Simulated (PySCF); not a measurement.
Bond curve of GaN

Set-up: basis Ga def2-TZVPPD, N def2-TZVPPD; no relativity; PySCF 2.14. Energies in eV from Ga + N in their ground configurations at the same level. All curves are PBE0. state 1: ³Σ⁻ (triplet), unpaired electrons π ↑↑; state 2: ³Π (triplet), unpaired electrons σ ↑, π ↑, a second solution, started from another occupation; state 3: Ms = 0 determinant of mixed spin (⟨S²⟩ near 1.0), unpaired electrons σ ↓, π ↑, a second solution, started from another occupation; state 4: Ms = 0 determinant of mixed spin (⟨S²⟩ near 1.0), unpaired electrons π ↑↓, a mixture of terms (⟨Lz²⟩ = 2.0), a second solution, started from another occupation.

```tsv
R (Å)	state 1	state 2	state 3	state 4
1.725	-1.607	-2.018	-1.704	-1.100
1.805	-1.991	-2.158	-1.815	-1.483
1.886	-2.199	-2.165	-1.793	-1.688
1.946	-2.270	-2.111	-1.719	-1.758
2.006	-2.288	-2.023	-1.612	-1.773
2.066	-2.265	-1.911	-1.483	-1.748
2.146	-2.189	-1.738	-1.288	-1.667
2.247	-2.044	-1.504	-1.028	-1.515
2.367	-1.830	-1.222	-0.710	-1.289
2.528	-1.519	-0.888	-0.300	-0.954
```

Question: Put a parabola through the three lowest points of the state 1 curve and estimate Re, k and ωe (reduced mass 11.64 u; 1 eV/Å² = 0.16022 mdyn/Å; ωe = 1302.8·√(k/μ) cm⁻¹).

Answer: Through R = 1.946, 2.006, 2.066 Å the second-order coefficient is 5.69 eV/Å², so Re ≈ 2.002 Å, k ≈ 1.82 mdyn/Å and ωe ≈ 516 cm⁻¹. A polynomial fit of higher order to the unrounded PBE0 energies gives Re = 2.000 Å, k = 1.84 mdyn/Å, ωe = 518 cm⁻¹; anharmonicity and rounding make the difference.

The higher-order fit for each curve: state 1: Re = 2.000 Å, ωe = 518 cm⁻¹, De = 2.29 eV; state 2: Re = 1.849 Å, ωe = 614 cm⁻¹, minimum 2.17 eV below the ground-state fragments; state 3: Re = 1.828 Å, ωe = 647 cm⁻¹, minimum 1.82 eV below the ground-state fragments; state 4: Re = 1.996 Å, ωe = 525 cm⁻¹, minimum 1.77 eV below the ground-state fragments.

⟨S²⟩ of the unrestricted solution departs from its pure value on part of the curve, where spin states mix. Spin–orbit coupling is left out. The state is the lowest determinant that a PBE0 search found; another state may lie lower at other levels.
